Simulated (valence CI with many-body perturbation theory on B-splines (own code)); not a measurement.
The numbers below are computed, except where a source is named.
Basis-set convergence for Sm40+

Level of theory: relativistic CI+MBPT: four valence electrons over a frozen Dirac-Fock core [Ar], a basis of 7 s, 7 p, 8 d, 6 f, 4 g, 1 h functions for each j, with the one-electron correlation potential Σ1, the two-electron term Σ2, the three-electron term Σ3, Breit, model QED; selected CI, second order for the rest, scaled by the run's own slope (own B-spline code, finite nucleus).

No measured spectrum was set against this ion. As an estimate, large intervals hold to a few tenths of a per cent, small ones and those within an open d or f shell to about a per cent. Only levels of the ground parity were solved; by the run's estimate the other parity begins above the list, which can be wrong where configurations are misplaced.

The reference run has the lowest level (3d3/2^4) J=0 and an ionisation energy of 3029.18 eV. Its largest variational space holds 17890 state functions.

Levels are named by their leading jj configuration (3d3/2^4 stands for four electrons in 3d with j = 3/2), which in mixed levels can hold well under half, so a name can repeat and another be missing. Letters in brackets count levels of one name in rising energy.

Changed runs:
A. basis 6 s, 6 p, 5 d, 5 f, 1 g
B. basis 5 s, 5 p, 4 d, 4 f

Excitation energies of the reference run in cm⁻¹, and shifts in cm⁻¹:

```csv
Level,Reference,A,B
(3d3/2^3 3d5/2) J=1,193885,-238,-417
(3d3/2^3 3d5/2) J=4,273508,+21,+285
(3d3/2^3 3d5/2) J=2,274039,-159,-62
(3d3/2^3 3d5/2) J=3,300706,-72,+177
(3d3/2^2 3d5/2^2) J=0 [a],446369,-207,-375
(3d3/2^2 3d5/2^2) J=4 [a],464153,-200,-146
(3d3/2^2 3d5/2^2) J=2 [a],465158,-83,+224
(3d3/2^2 3d5/2^2) J=3 [a],478767,-182,+6.8
(3d3/2^2 3d5/2^2) J=5,506284,-55,+337
(3d3/2^2 3d5/2^2) J=6,525617,+30,+575
(3d3/2^2 3d5/2^2) J=1,527172,-49,+349
(3d3/2^2 3d5/2^2) J=4 [b],556570,+68,+585
Ionisation energy (eV),3029.18,-0.09,-0.14
```
